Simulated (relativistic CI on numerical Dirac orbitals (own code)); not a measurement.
Crystal-field levels of Rh4+, 4d5

Calculated by Dirac-Coulomb-Breit CI, separate exchange-only KLI orbitals for each configuration, model QED (radiative potential, 1s self-energy scaled to tabulated hydrogen-like ionisation energies), valence Slater integrals scaled by 0.85, one configuration in a parametric crystal field (own radial code).

Field parameters in Wybourne normalisation: Td as Oh with Dq negative (B⁴₀ = 21Dq, B⁴₄ = √(5/14) B⁴₀). The field is a parameter set, without covalency.

S is read from ⟨S²⟩ = S(S + 1).

Site symmetry Td; labels are those of the double group. Computed levels in cm⁻¹ above the lowest, in rising order:

| Δ (size of 10Dq) | Lowest | No. 2 | No. 3 | No. 4 | No. 5 | No. 6 | No. 7 | No. 8 |
| --- | --- | --- | --- | --- | --- | --- | --- | --- |
| 3200 | Γ8 | 0 Γ7 | 23725 Γ8 | 24023 Γ7 | 24044 Γ6 | 24112 Γ8 | 25226 Γ6 | 25252 Γ8 |
| 5800 | Γ8 | 0 Γ7 | 21531 Γ8 | 21802 Γ7 | 21844 Γ6 | 21964 Γ8 | 24477 Γ6 | 24519 Γ8 |
| 8400 | Γ7 | 0 Γ8 | 19091 Γ8 | 19380 Γ7 | 19471 Γ6 | 19635 Γ8 | 23284 Γ8 | 23334 Γ6 |
| 10950 | Γ7 | 0 Γ8 | 16479 Γ8 | 16854 Γ7 | 17081 Γ6 | 17272 Γ8 | 20947 Γ8 | 21842 Γ6 |
| 13550 | Γ7 | 1 Γ8 | 13408 Γ8 | 14065 Γ7 | 14620 Γ6 | 14822 Γ8 | 17363 Γ8 | 19531 Γ7 |
| 16100 | Γ7 | 2 Γ8 | 9741 Γ8 | 10958 Γ7 | 12203 Γ6 | 12411 Γ8 | 14122 Γ8 | 15732 Γ7 |
| 18700 | Γ7 | 5 Γ8 | 5458 Γ8 | 7243 Γ7 | 9763 Γ6 | 9975 Γ8 | 11336 Γ8 | 12372 Γ7 |

Ground-state S against |10Dq| in cm⁻¹: 3200: 2.49, 5800: 2.49, 8400: 2.49, 10950: 2.48, 13550: 2.48, 16100: 2.47, 18700: 2.45.

No abrupt spin change occurs in this range.
